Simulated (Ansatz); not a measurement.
Start from `O=CO[SiH2][SiH3]` and change one atom or group to get `FBO[SiH2][SiH3]`.

Ansatz, PBE0-D4/def2-TZVP geometries, multiplicity 1. Each molecule was computed in one conformer, which needn't be the lowest.

| property | `O=CO[SiH2][SiH3]` |
| --- | --- |
| HOMO–LUMO gap (B3LYP/def2-TZVPP) / eV | 7.26 |
| LUMO energy (PBE0/def2-TZVPP) / eV | -0.60 |
| HOMO energy (B3LYP/def2-TZVPP) / eV | -8.09 |
| HOMO–LUMO gap (ωB97M-V/def2-TZVPP) / eV | 11.60 |
| HOMO–LUMO gap (PBE/def2-TZVPP) / eV | 5.28 |
| LUMO energy (B3LYP/def2-TZVPP) / eV | -0.83 |

(1) What does the change do to each property? (An estimate is asked.)

## Answers

(1) Computed: 
| property | `FBO[SiH2][SiH3]` | shift |
| --- | --- | --- |
| HOMO–LUMO gap (B3LYP/def2-TZVPP) / eV | 7.50 | 0.24 |
| LUMO energy (PBE0/def2-TZVPP) / eV | -0.39 | 0.21 |
| HOMO energy (B3LYP/def2-TZVPP) / eV | -8.05 | 0.04 |
| HOMO–LUMO gap (ωB97M-V/def2-TZVPP) / eV | 11.68 | 0.08 |
| HOMO–LUMO gap (PBE/def2-TZVPP) / eV | 5.80 | 0.52 |
| LUMO energy (B3LYP/def2-TZVPP) / eV | -0.55 | 0.28 |

With PBE0 the HOMO rises by 0.05 eV and the LUMO rises by 0.21 eV, so the gap widens by about 0.16 eV. PBE moves the HOMO by -0.13 eV and ωB97M-V by 0.06 eV.

B3LYP here is the variant with VWN-RPA as its local correlation; programs differ in this.
